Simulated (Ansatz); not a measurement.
Ansatz results at the PBE0-D4/def2-TZVP geometry: HOMO–LUMO gap (ωB97M-V/def2-TZVPP) 11.20 eV; size of the dipole moment (PBE/def2-TZVPP) 0.49 D; LUMO energy (PBE0/def2-TZVPP) 0.26 eV.

Each molecule was computed in one conformer, which needn't be the lowest.

Which molecule gave them?
A. `BS[SiH2][SiH2]C`
B. `F/C(=C/Cl)C[SiH3]`
C. `COB(C)[SeH]`
D. `B[S][GaH][Cl]`

C. The others give `F/C(=C/Cl)C[SiH3]`: 11.05, 0.82, -0.07; `B[S][GaH][Cl]`: 10.41, 1.30, -1.96; `BS[SiH2][SiH2]C`: 10.09, 1.47, -1.49.
